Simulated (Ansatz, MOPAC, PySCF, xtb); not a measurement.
Dimer: H2 (SMILES [H][H]) (first 2 atoms) with CH2O2 (SMILES O=CO); geometry from B3LYP-D3(BJ)/def2-TZVP, rigid monomers moved along the line of their centres of mass till H2···H7 is 2.01 Å.
(charge 0, multiplicity 1):
| atom | x (Å) | y (Å) | z (Å) |
|---|---|---|---|
| H | 0.0150 | 0.4129 | -0.4402 |
| H | -0.0776 | -0.1963 | -0.0196 |
| O | -0.1441 | -1.1631 | 2.4930 |
| C | 0.0647 | -0.1567 | 3.1081 |
| O | 0.2608 | 1.0552 | 2.5657 |
| H | 0.1247 | -0.0872 | 4.2017 |
| H | 0.2020 | 0.9613 | 1.5995 |

Counterpoise-corrected where a basis set is named; no monomer relaxation. Rows marked so take none.

Frozen-core correlation. Rows in 6-31G* carry no dispersion term and start afresh at each structure (6-31G* with six Cartesian d functions). The state that AM1, PM3, PM7 reach isn't checked; PM7 holds dispersion and hydrogen-bond terms.

The values were computed with Ansatz (a quantum-chemistry and plane-wave program); MOPAC for AM1, PM3, PM7 (differences of heats of formation); PySCF for 6-31G* rows, the dispersion terms; xtb for the GFN methods. 

```
level                          interaction energy (kcal/mol)
-----------------------------  -----------------------------
AM1                                                    -0.96
PM3                                                    -1.01
PM7                                                    -0.47
GFN1-xTB                                               -0.69
BP86/6-31G* (no counterpoise)                           0.02
PBE0-D4/def2-TZVPPD                                        ?
MP2/aug-cc-pVDZ                                        -0.41
SCS-MP2/aug-cc-pVTZ                                    -0.40
CCSD(T)/aug-cc-pVDZ                                    -0.44
```

Question: Fill in the missing entries.

Answer: 
- PBE0-D4/def2-TZVPPD, interaction energy (kcal/mol): -1.09
